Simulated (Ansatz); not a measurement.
Geometry optimisation, Ansatz 0.2.0, RKS PBE-D4/def2-SVP.

Input file:

```yaml
crystal:
  periodic: [false, false, false]
  atoms:
    - { symbol: Sn, position_ang: [0.399537, 0.467839, -0.289701] }
    - { symbol: Cl, position_ang: [0.077846, -0.3562, 3.218575] }
    - { symbol: O, position_ang: [1.869625, -0.249381, -1.456683] }
    - { symbol: H, position_ang: [1.647223, -1.176792, -1.676177] }
    - { symbol: O, position_ang: [-0.902244, 1.575424, -1.354697] }
    - { symbol: H, position_ang: [-1.552802, 0.962431, -1.752924] }
    - { symbol: O, position_ang: [-0.647311, -1.187639, 0.152841] }
    - { symbol: H, position_ang: [-0.821669, -1.197585, 1.115025] }
    - { symbol: P, position_ang: [1.362412, 2.136956, 1.265898] }
    - { symbol: H, position_ang: [2.642311, 1.48472, 1.20404] }
    - { symbol: H, position_ang: [1.628665, 3.028148, 0.168363] }
    - { symbol: H, position_ang: [-0.017093, 0.979578, 3.16604] }
basis:
  gaussian: { orbitals: def2-SVP }
hamiltonian:
  xc: pbe
  dispersion: d4
relax:
  f_tol: 0.03
  max_steps: 50
```

Run as:

```bash
$ ansatz run input.yaml --threads 4 --pin off --max-ram 5120MiB --backend cpu --events-out ev --progress --plain --runs-dir out
```

Question: Where does it end, and by what steps?

Answer: It converged. The force dipped under the threshold on the way, but the program's further checks kept it going. After 27 steps the energy has fallen by 0.142 eV; Cl2 moved furthest, 1.14 Å.

```csv
step,energy less start (eV),largest force component (eV/Å),accepted
0,0.0000,0.854,yes
1,-0.0460,0.923,yes
2,-0.0626,0.871,yes
3,-0.0639,0.826,yes
4,-0.0881,0.587,yes
5,-0.0926,0.271,yes
6,-0.1031,0.157,yes
7,-0.0565,1.040,no
8,-0.1121,0.128,yes
9,-0.1179,0.131,yes
10,-0.1208,0.066,yes
11,-0.1237,0.176,yes
12,-0.1281,0.090,yes
13,-0.1343,0.117,yes
14,-0.1352,0.094,yes
15,-0.1303,0.455,no
16,-0.1307,0.183,no
17,-0.1373,0.019,yes
18,-0.1379,0.143,yes
19,-0.1389,0.088,yes
20,-0.1397,0.020,yes
21,-0.1406,0.027,yes
22,-0.1393,0.252,no
23,-0.1413,0.052,yes
24,-0.1415,0.061,yes
25,-0.1417,0.053,yes
26,-0.1417,0.034,yes
27,-0.1419,0.010,yes
```

```xyz
12
Properties=species:S:1:pos:R:3
Sn 0.482 0.362 -0.345
Cl -0.931 0.184 3.252
O 1.655 -0.260 -1.848
H 1.685 -1.238 -1.806
O -0.954 1.557 -1.075
H -1.473 1.065 -1.743
O -0.227 -1.376 0.354
H -0.597 -1.208 1.248
P 1.656 1.829 1.360
H 2.927 1.699 0.700
H 1.274 3.023 0.656
H 0.189 0.831 3.007
```

Whether the end is a true minimum wasn't checked by a vibrational analysis.

Time of the run: 18 s on 4 threads of AMD EPYC 9R45 96-Core Processor (Zen 5) (shared host), peak memory 0.22 GiB.
